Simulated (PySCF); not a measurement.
C₃H₅NO₂, SMILES C1=NCOCO1. Atoms are numbered in the order given.

```xyz
11

C      1.3212    -0.1036     0.2166
N      0.8986     1.0778     0.0573
C     -0.4974     1.2567    -0.2438
O     -1.1624     0.0539    -0.6014
C     -0.8200    -0.9642     0.2691
O      0.5765    -1.2321     0.2242
H      2.3857    -0.3211     0.3753
H     -0.5984     1.9263    -1.1104
H     -0.9972     1.7324     0.6234
H     -1.3339    -1.8832    -0.0396
H     -1.0821    -0.7068     1.3163
```

Coordinates come from a ωB97X-D3(BJ)/def2-SVP optimisation. The values are those of a single conformer.

Calculation: KT2/pcSseg-1 run with PySCF.

GIAO shieldings, no solvent; atoms listed in one row are averaged. δ = σ(ref) − σ: ¹³C against TMS (σ = 185.1 ppm); ¹⁵N against NH3 (σ = 266.2 ppm); ¹⁷O against H2O (σ = 330.4 ppm); ¹H against TMS (σ = 31.47 ppm), references at their B3LYP-D3(BJ)/def2-TZVP geometries, non-relativistic.

```tsv
nucleus	atoms	count	δ (ppm)
¹³C	C1	1	146.6
¹³C	C5	1	94.6
¹³C	C3	1	83.3
¹⁵N	N2	1	263.5
¹⁷O	O6	1	192.2
¹⁷O	O4	1	97.0
¹H	H7	1	7.18
¹H	H11	1	5.71
¹H	H10	1	5.46
¹H	H8, H9	2	5.39
```
